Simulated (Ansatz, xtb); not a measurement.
# Relative energy of two structures of AlFGeH4

We compare a, `[F][AlH][GeH3]`, a singlet, with b, a singlet given by its coordinates. Both are isolated molecules in the gas phase, relaxed with PBE0-D3(BJ)/def2-SVP.

a (Å):

```csv
atom,x (Å),y (Å),z (Å)
Al,-1.8422,-0.0529,-1.4389
F,-2.6240,-1.4777,-1.8253
Ge,0.3714,-0.2416,-0.3710
H,-2.6230,1.2750,-1.8077
H,0.2894,-1.0085,0.9647
H,1.3679,-1.0019,-1.2696
H,0.9779,1.1446,-0.0739
```

b (Å):

| atom | x (Å) | y (Å) | z (Å) |
| --- | --- | --- | --- |
| Al | -0.6964 | -0.0482 | 0.5040 |
| F | -1.7425 | -0.9635 | -0.4227 |
| Ge | 1.8607 | -0.4114 | 0.3792 |
| H | 0.5307 | -1.2443 | 1.0411 |
| H | -1.3324 | 1.0364 | 1.4491 |
| H | 1.4660 | 0.7483 | 1.4129 |
| H | 0.6663 | 0.2809 | -0.6182 |

Close contacts (Å): Al1–F2 1.67, Al1–Ge3 2.59, Al1–H4 1.80, Al1–H5 1.57, Al1–H7 1.80, Ge3–H4 1.70, Ge3–H6 1.60, Ge3–H7 1.70.

**Question.** Estimate which is lower in electronic energy at CCSD(T)/def2-TZVP, and by roughly how much.

**Answer.** The CCSD(T)/def2-TZVP calculation puts structure a lower, by 8.6 kcal/mol.

How the difference moves with the method:

```tsv
level	geometry	E(b) − E(a) (kcal/mol)	departure from the last row (kcal/mol)	job, with rough time for the two
GFN2-xTB	GFN2-xTB	−17.4	−26.1	optimisation, 0.15 s
HF/STO-3G	GFN2-xTB	+75.0	+66.3	single point, 0.32 s
r2SCAN-D4/def2-SVP	GFN2-xTB	+8.5	−0.2	single point, 2.4 s
PBE0-D3(BJ)/def2-SVP	PBE0-D3(BJ)/def2-SVP	+7.0	−1.6	optimisation, 23 s
HF/def2-TZVP	PBE0-D3(BJ)/def2-SVP	+14.3	+5.6	part of the CCSD(T) run
MP2/def2-TZVP	PBE0-D3(BJ)/def2-SVP	+9.4	+0.8	part of the CCSD(T) run
CCSD(T)/def2-TZVP	PBE0-D3(BJ)/def2-SVP	+8.6		single point, 26 s
```

GFN2-xTB puts the two in the other order. The largest departure from CCSD(T)/def2-TZVP is that of HF/STO-3G, 66.3 kcal/mol.

With harmonic frequencies from PBE0-D3(BJ)/def2-SVP (ideal gas, rigid rotor, one conformer each, 298.15 K, 1 atm): on the last row, ΔE + ΔZPE = +8.9 kcal/mol. A mode under 50 cm⁻¹ makes harmonic enthalpies and free energies unreliable, so none is given.

The correlated steps freeze 15 core orbitals; the filled d shell of Ge is correlated, in a basis made for valence electrons. Programs: Ansatz 0.2.0, xtb 6.7.1; the last row on 1 thread of Intel(R) Xeon(R) 6975P-C (Granite Rapids) on a shared host.
